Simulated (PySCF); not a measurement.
Simulation results for AlBH$_{2}$NO

Computed with PySCF 2.14.0. Calculation on a computer-drawn molecule: optimised geometry and harmonic frequencies of an isolated molecule of the commonest isotopes, restricted reference for singlets and unrestricted otherwise, frozen core in MP2.

### AlBH$_{2}$NO

Start structure:
```xyz
6
AlBH2NO
N     -1.8468     1.2184    -0.2088
B     -2.8230     0.3738    -0.6619
Al    -3.7601    -0.2592    -2.4127
O     -4.5771    -0.8542    -3.6221
H     -1.6177     1.2998     0.7635
H     -1.2932     1.8110    -0.7973
```

Here we set charge 0, multiplicity 2, method MP2 and basis cc-pV(D+d)Z.

It finds rotational constants 118.3, 2.181, 2.141 GHz; total energy -397.5376 hartree; spin squared 0.7703; convergence status largest gradient component 2.193e-05 hartree/bohr.

Drawn bonds:
```csv
atom,other atom,order
1,2,1
2,3,1
3,4,2
1,5,1
1,6,1
```

Optimised structure:
```xyz
6
AlBH2NO
N     -1.8408     1.2228    -0.2007
B     -2.8243     0.3724    -0.6594
Al    -3.7612    -0.2612    -2.4067
O     -4.6056    -0.8753    -3.6620
H     -1.6086     1.3050     0.7869
H     -1.2773     1.8258    -0.7974
```

Modes:
```csv
frequency (cm⁻¹),reduced mass (dalton)
108.2,5.744
134.8,6.624
239,6.461
433.1,1.53
440.4,8.53
612.7,1.263
915.6,1.299
1039,18.5
1416,3.17
1607,1.383
3569,1.049
3673,1.098
```
